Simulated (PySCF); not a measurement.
Species: C₅H₇NOSi₂.
SMILES with atom numbers: `[CH:1]#[C:2][Si@H:3]1[CH:4]=[C:5]([N:6]=[CH2:7])[SiH2:8][O:9]1`

NICS is the negative of the GIAO shielding at a point without a nucleus: at the ring centre (0) and 1 Å above and below it (1); zz is the component along the ring normal. Level: GIAO PBE0/pcSseg-1 (PySCF, non-relativistic, gas phase) on the GFN2-xTB geometry, one conformer.

Ring bond lengths (Å), with Mayer bond orders in brackets: Si3–C4 1.869 (0.92), C4–C5 1.347 (1.78), C5–Si8 1.913 (0.79), Si8–O9 1.622 (0.98), O9–Si3 1.664 (0.90).

Task: What do the NICS probes read (ppm)?

Result: 
| ring | type | NICS(0) | NICS(1), two faces | NICS(1)zz, two faces | rms pucker (Å) | centre to ring atoms, mean (Å) |
| --- | --- | --- | --- | --- | --- | --- |
| Si3–C4–C5–Si8–O9 | 5-membered ring with O and 2 Si; formal bonds 1 double, 4 single | -4.8 | -2.7 / -2.9 | -2.9 / -2.1 | 0.01 | 1.43 |

Task: What can be read from them?

Result: 
- Si3–C4–C5–Si8–O9: mean NICS(1)zz -2.5 ppm, near zero. Si3, Si8 have four or more neighbours, so the value isn't read as a sign of a π ring current.

Task: What is the mean of the two in-plane components of NICS at the first NICS(1) probe listed for ring Si3–C4–C5–Si8–O9, 1 Å off the ring?

Result: The isotropic value is a third of the trace: (3 × -2.7 − (-2.9))/2 = -2.6 ppm.

Task: How shielded are the nuclei of the rings and their hydrogens (means over atoms taken as equivalent)?

Result: 
```
   atoms                      environment  σ isotropic (ppm)
     Si3             oxygen-bound silicon              370.0
      C4                 alkene CH carbon               80.2
      C5  vinylic carbon bearing nitrogen               10.5
     Si8             oxygen-bound silicon              369.2
      O9                  siloxane oxygen              300.1
H on Si3                    Si–H hydrogen              26.18
 H on C4                 vinylic hydrogen              26.75
H on Si8                    Si–H hydrogen              26.45
H on Si8                    Si–H hydrogen              26.65
```

Time: 34 s wall; peak memory 0.91 GiB. Hardware: Arm Neoverse V2, one thread, no GPU, shared host with 96 logical CPUs at a one-minute load of 51. This is the whole shielding run at PBE0/pcSseg-1, SCF included.

Shape of the structure used: `[CH:1]#[C:2][Si@H:3]1[CH:4]=[C:5]([N:6]=[CH2:7])[SiH2:8][O:9]1`: C4–C5–N6–C7 87°.
